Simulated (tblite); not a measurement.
C7H14O2Si.
SMILES with atom numbers: `[CH2:1]1[CH2:2][CH2:3][CH:4]([C@@H:5]2[CH2:6][O:7][SiH2:8][O:9]2)[CH2:10]1` (hydrogens: H11, H12 on C1; H13, H14 on C2; H15, H16 on C3; H17 on C4; H18 on C5; H19, H20 on C6; H21, H22 on Si8; H23, H24 on C10)

Cartesian coordinates in Å at the GFN2-xTB level; atoms count from 1:
```
atom  x, y, z in Å
C1    -2.5558    0.2328   -0.2699
C2    -1.8181    0.5701    1.0213
C3    -0.6689   -0.4408    1.0544
C4    -0.3518   -0.7659   -0.4208
C5     1.0690   -0.3736   -0.8478
C6     2.1630   -1.0932   -0.0149
O7     2.8320   -0.1513    0.7698
Si8    2.4270    1.3875    0.3785
O9     1.2778    1.0064   -0.7180
C10   -1.4097   -0.0112   -1.2452
H11   -3.1412   -0.6797   -0.1413
H12   -3.2216    1.0303   -0.5963
H13   -2.4537    0.5032    1.9034
H14   -1.4196    1.5832    0.9562
H15    0.1993   -0.0387    1.5733
H16   -0.9819   -1.3464    1.5766
H17   -0.4438   -1.8429   -0.5933
H18    1.1888   -0.6213   -1.9113
H19    1.7236   -1.8473    0.6436
H20    2.8889   -1.5814   -0.6733
H21    3.5196    2.0737   -0.2930
H22    1.8714    2.0501    1.5477
H23   -1.7143   -0.5687   -2.1298
H24   -0.9918    0.9450   -1.5623
```

Method: GFN2-xTB as coded in tblite; computed harmonic values from a numerical Hessian at the method's own geometry, unscaled. Against measured fundamentals such values can be off by several per cent, at times by over 20. Modes of hydrogen on silicon can be 10 to 20 % off. One conformer, not necessarily the lowest.

Harmonic wavenumbers (cm⁻¹): 30.1, 54.0, 100.9, 136.1, 195.6, 248.3, 269.7, 356.9, 474.1, 484.6, 540.9, 572.4, 609.1, 621.1, 667.9, 729.9, 784.9, 816.4, 828.8, 841.5, 871.8, 879.6, 954.1, 960.1, 983.2, 989.9, 1016.1, 1046.2, 1067.8, 1093.5, 1114.2, 1117.8, 1130.4, 1170.7, 1173.8, 1200.3, 1217.9, 1227.3, 1261.3, 1284.3, 1291.6, 1300.3, 1312.3, 1317.5, 1323.5, 1327.7, 1342.9, 1479.1, 1481.9, 1485.0, 1490.5, 1502.4, 2315.6, 2353.1, 2882.3, 2921.2, 2931.4, 2953.3, 2973.8, 2977.5, 2992.6, 3000.8, 3004.3, 3006.6, 3012.0, 3020.5.

A = 2347, B = 773.1, C = 743.7 MHz; mass 158.076 u (most abundant isotopes); point group C1, symmetry number 1.

Q: What is the zero-point energy?

A: ½Σν̃ = 44062 cm⁻¹ = 125.98 kcal/mol.

Q: Entropy at 298.15 K, 1 bar (ideal gas, RRHO, classical rotation)?

A: Translation 41.11, rotation 29.86, vibration 29.88: S = 100.8 cal/(mol K).

Q: And Cp and H(298.15 K) − H(0)?

A: Cp = 41.19 cal/(mol K), of which vibrations give 33.24 (their classical limit is 66 R = 131.2); H(298.15 K) − H(0) = 6.97 kcal/mol without the zero-point energy, 4.60 from vibrations.

Q: How do the functions run with temperature in this model?

A: 
```json
{"T (K)": "100", "S (cal/(mol K))": "71.9", "Cp (cal/(mol K))": "18.1", "H − H(0) (kcal/mol)": "1.32", "G − H(0) (kcal/mol)": "-5.87", "ln q(vib)": "2.20"}
{"T (K)": "200", "S (cal/(mol K))": "87.3", "Cp (cal/(mol K))": "28.0", "H − H(0) (kcal/mol)": "3.59", "G − H(0) (kcal/mol)": "-13.86", "ln q(vib)": "4.76"}
{"T (K)": "300", "S (cal/(mol K))": "101.1", "Cp (cal/(mol K))": "41.5", "H − H(0) (kcal/mol)": "7.05", "G − H(0) (kcal/mol)": "-23.28", "ln q(vib)": "7.32"}
{"T (K)": "500", "S (cal/(mol K))": "128.7", "Cp (cal/(mol K))": "67.7", "H − H(0) (kcal/mol)": "18.08", "G − H(0) (kcal/mol)": "-46.27", "ln q(vib)": "12.79"}
{"T (K)": "800", "S (cal/(mol K))": "166.5", "Cp (cal/(mol K))": "92.9", "H − H(0) (kcal/mol)": "42.52", "G − H(0) (kcal/mol)": "-90.70", "ln q(vib)": "21.39"}
{"T (K)": "1000", "S (cal/(mol K))": "188.4", "Cp (cal/(mol K))": "103.5", "H − H(0) (kcal/mol)": "62.21", "G − H(0) (kcal/mol)": "-126.24", "ln q(vib)": "26.97"}
```

q(vib) and H(0) count from the zero-point level.

Q: Blend soft modes into free rotors: weight 1/[1 + (100 cm⁻¹/ν̃)⁴] for the oscillator and the rest for a rotor with moment μB/(μ + B), μ = h/(8π²ν), B = 10⁻⁴⁴ kg m². What vibrational entropy results?

A: 26.67 cal/(mol K) in place of 29.88, which changes −T·S at 298.15 K by +0.96 kcal/mol.

Q: Which modes carry the vibrational entropy at 298.15 K?

A: 30.1 cm⁻¹: 5.82; 54.0 cm⁻¹: 4.67; 100.9 cm⁻¹: 3.44; 136.1 cm⁻¹: 2.86; 195.6 cm⁻¹: 2.17; 248.3 cm⁻¹: 1.74 cal/(mol K); the other 60 give 9.18 together.

Hindered rotation and anharmonicity are outside this model. Other conformers, if any are populated, would add a mixing term that is left out. The structure is chiral; the term R ln 2 for an equal mix with its mirror image is left out.

Run on Arm Neoverse V2, one thread, shared host. This covers the Hessian and the dipole derivatives.
